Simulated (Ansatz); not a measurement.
Consider the homolysis of the Al–F bond: `C[O][Al]([F])[Cl]` → `C[O][Al][Cl]`• + F•.

Calculated with Ansatz (gas phase, PBE0-D4/def2-TZVP geometries, no zero-point term in ΔE). CCSD(T)/CBS is the MP2 limit (def2-TZVPP, def2-QZVPP) plus CCSD(T) − MP2 in def2-TZVPP, frozen cores. This one scheme is used for every species, atoms too. DFT in def2-TZVPP. No spin–orbit coupling; open shells (•) take unrestricted orbitals. Spin–orbit coupling would lower the free atoms: a little for F. Each species was taken in one conformer, which may not be the lowest.

`C[O][Al]([F])[Cl]`:

Cartesian coordinates in Å:
```
C 0.533 0.242 1.167
O -0.556 0.246 0.284
Al -0.823 -0.205 -1.294
F -2.314 -0.015 -1.935
Cl 0.686 -1.005 -2.476
H 0.293 -0.362 2.046
H 0.741 1.263 1.500
H 1.441 -0.163 0.707
```

`C[O][Al][Cl]`•:

```xyz
7

C     0.018    0.753   -0.571
O     0.890    0.003    0.231
Al    0.795   -1.339    1.234
Cl   -1.066   -2.315    1.490
H     0.373    0.750   -1.606
H    -1.003    0.358   -0.554
H    -0.007    1.790   -0.223
```

```tsv
species	CAM-B3LYP energy (Eh)
`C[O][Al]([F])[Cl]`	-917.87586
`C[O][Al][Cl]`•	-817.88085
F•	-99.74685
```

**Question.** Work out ΔE.

**Answer.** ΔE = (-817.88085) + (-99.74685) − (-917.87586) = 0.24816 Eh = +651.5 kJ/mol. CCSD(T)/CBS gives +665.7 kJ/mol.

Largest T1 diagnostic among the species: 0.013.

From r2SCAN to r2SCAN0 (25 % exact exchange), in def2-TZVPP and without D4, ΔE moves by −16.7 kJ/mol: exact exchange takes away binding that semilocal exchange gives to molecules. Leaving LDA and LC-ωPBE aside and taking each functional with its dispersion term where it has one, the values, not all of them listed here, spread over 40.7 kJ/mol, from BHLYP-D4 to ωB97M-V. LDA lies +81.3 kJ/mol from PBE without D4, its usual overbinding. In def2-TZVPP, CCSD(T) changes the Hartree–Fock value by +154.2 kJ/mol (the triples alone add +7.9 kJ/mol) and MP2 by +183.1 kJ/mol; breaking electron pairs costs correlation energy, which Hartree–Fock lacks.
